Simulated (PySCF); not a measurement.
Molecular orbitals of SrZn

TPSS at R = 3.823 Å; Sr def2-SVPD with ECP28, Zn def2-SVPD; scalar-relativistic core potentials (PySCF 2.14). State: ¹Σ⁺ (singlet), closed shell. Only the outer orbitals are listed, counted within each symmetry, core potentials removing the inner ones.

| orbital | occ. | ε (eV) | on Sr (%) | main shells (%) |
| --- | --- | --- | --- | --- |
| 8σ | 2 | -9.62 | 1 | 100 Zn d |
| 1δ | 2 | -9.61 | 0 | 100 Zn d |
| 1δ | 2 | -9.60 | 0 | 100 Zn d |
| 4π | 2 | -9.60 | 0 | 100 Zn d |
| 4π | 2 | -9.60 | 0 | 100 Zn d |
| 9σ | 2 | -5.85 | 17 | 83 Zn s, 8 Sr s |
| 10σ | 2 | -3.38 | 86 | 84 Sr s, 8 Zn p |
| 5π | 0 | -1.67 | 58 | 42 Zn p, 33 Sr p, 25 Sr d |
| 5π | 0 | -1.67 | 58 | 42 Zn p, 33 Sr p, 25 Sr d |
| 11σ | 0 | -1.65 | 46 | 51 Zn p, 20 Sr d, 20 Sr p |

Which are the highest filled and the lowest empty level, where do they sit, and how wide is the gap?

Highest filled 10σ at -3.38 eV (in %: 84 Sr s, 8 Zn p); lowest empty 5π at -1.67 eV (in %: 42 Zn p, 33 Sr p, 25 Sr d); the gap at TPSS is 1.71 eV.

* bond order (Mayer): 0.65
* ⟨S²⟩: 0.000
* charge on Sr (Mulliken, basis-dependent): -0.09
* charge on Sr (Löwdin, basis-dependent): -0.08
* dipole moment (positive dipole means Sr(−)Zn(+)): 0.17 D

Closed-shell solutions of metal pairs were not tested for spin polarisation, which can lower them a little.
